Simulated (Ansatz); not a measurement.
Ansatz (a quantum-chemistry and plane-wave program) input:

Ansatz 0.2 input:
```yaml
crystal:
  periodic: [false, false, false]
  atoms:
    - {symbol: C, position_ang: [-2.18568327, -0.67152098, 0.33142705]}
    - {symbol: C, position_ang: [-1.89511966, 0.78299962, -0.03500248]}
    - {symbol: C, position_ang: [-0.44680375, 1.17112173, 0.30208764]}
    - {symbol: C, position_ang: [0.49618287, 0.19737720, -0.38604244]}
    - {symbol: C, position_ang: [0.25540963, -1.26240188, -0.00876345]}
    - {symbol: C, position_ang: [-1.20049614, -1.62362237, -0.34370388]}
    - {symbol: S, position_ang: [2.29606510, 0.57365878, -0.01264577]}
    - {symbol: H, position_ang: [-2.12895925, -0.79448224, 1.41755579]}
    - {symbol: H, position_ang: [-3.20509514, -0.92865547, 0.04276610]}
    - {symbol: H, position_ang: [-2.07032284, 0.94041247, -1.10326611]}
    - {symbol: H, position_ang: [-2.56613419, 1.45998009, 0.49445268]}
    - {symbol: H, position_ang: [-0.24576076, 2.19753003, -0.01157680]}
    - {symbol: H, position_ang: [-0.29886441, 1.11756157, 1.38529898]}
    - {symbol: H, position_ang: [0.47728639, 0.32084260, -1.47231402]}
    - {symbol: H, position_ang: [0.94404286, -1.92319229, -0.53796498]}
    - {symbol: H, position_ang: [0.42197224, -1.39452759, 1.06509435]}
    - {symbol: H, position_ang: [-1.33636074, -1.59397976, -1.42872252]}
    - {symbol: H, position_ang: [-1.37935492, -2.65357035, -0.03412475]}
    - {symbol: H, position_ang: [2.22322429, 0.58716659, 1.33680516]}
    - {symbol: H, position_ang: [2.28634654, 1.92265427, -0.11168588]}
basis:
  gaussian:
    orbitals: def2-TZVP
hamiltonian:
  xc: b3lyp
  dispersion: d3bj
total_charge: 1
phonons: {temperatures: {t_min: 298.15, t_max: 298.15, t_step: 100}}
```

**Question.** Predict the final energy.

**Answer.** -634.54337 Eh (B3LYP-D3(BJ)/def2-TZVP). The basis has 301 functions.

It need not be the lowest isomer of its formula.
